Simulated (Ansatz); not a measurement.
Cost and result for the atomization energy of H$_{7}$MgNSi$_{2}$, SMILES `[MgH][N]([SiH3])[SiH3]` (11 atoms, 10 bonds).

```xyz
11

Mg    1.211    1.672    0.356
N     0.096    0.134    0.028
Si   -1.452    0.138    0.749
Si    0.756   -1.098   -0.953
H     2.187    3.019    0.643
H    -1.577    1.423    1.514
H    -1.669   -0.977    1.716
H    -2.574    0.094   -0.234
H    -0.009   -1.341   -2.210
H     2.135   -0.653   -1.348
H     0.895   -2.411   -0.259
```

Total charge 0; spin multiplicity 1. Correlated methods include outer-core shells of Mg, which these sets cover unevenly. The structure was optimised at the PBE0-D4/def2-TZVP level. Program: Ansatz. All runs use 4 threads of an Arm Neoverse V1 on a shared host. Times are those of one run each, without the atoms' runs, and a repeat can differ threefold. Electronic energies, without spin–orbit coupling; frozen cores. CCSD(T)/CBS adds CCSD(T) − MP2 in def2-TZVPP to the MP2 limit, and its time is that of the two runs behind it. T1 = 0.011. With those shells the extrapolation isn't a true limit. HSE06 is the plane-wave form, built on full-range PBE exchange.

CCSD(T)/CBS is a level of theory with its own doubt, some kJ/mol a heavy atom from the limit and from the frozen cores, so smaller differences don't rank the functionals.

```csv
level,functions,wall time,atomization (kJ/mol),difference from CCSD(T)/CBS,per bond
LDA (SPW92)/def2-TZVPP,245,1.2 s,3479.6,291.0,29.1
revPBE-D4/def2-TZVPP,245,2 s,3083.9,-104.7,-10.5
BLYP-D4/def2-TZVPP,245,2 s,3138.0,-50.6,-5.1
HSE06-D4/def2-TZVPP,245,3.2 s,3111.1,-77.5,-7.7
CAM-B3LYP-D4/def2-TZVPP,245,3.4 s,3186.1,-2.5,-0.2
CCSD(T)/def2-SVP,103,3.7 s,2926.5,-262.1,-26.2
B2PLYP/def2-TZVPP,245,4.8 s,3120.5,-68.1,-6.8
PBE-QIDH/def2-TZVPP,245,5.5 s,3111.3,-77.3,-7.7
ωB97X-V/def2-TZVPP,245,8.5 s,3200.0,11.4,1.1
B97M-V/def2-TZVPP,245,9 s,3191.9,3.3,0.3
MP2/def2-QZVPP,470,18 s,3141.8,-46.8,-4.7
CCSD(T)/def2-TZVPP,245,120 s,3080.5,-108.1,-10.8
CCSD(T)/CBS(def2),–,2.3 min,3188.6,0.0,0.0
```

In def2-TZVPP, CCSD(T) changes the Hartree–Fock value by +739.5 kJ/mol (the triples alone add +31.9 kJ/mol) and MP2 by +734.7 kJ/mol; breaking electron pairs costs correlation energy, which Hartree–Fock lacks. From PBE to PBE0 (25 % exact exchange), in def2-TZVPP and without D4, the atomization energy moves by −9.9 kJ/mol: exact exchange takes away binding that semilocal exchange gives to molecules. Leaving LDA and LC-ωPBE aside and taking each functional with its dispersion term where it has one, the values spread over 116.1 kJ/mol, from revPBE-D4 to ωB97X-V. LDA lies +382.0 kJ/mol from PBE without D4, its usual overbinding.
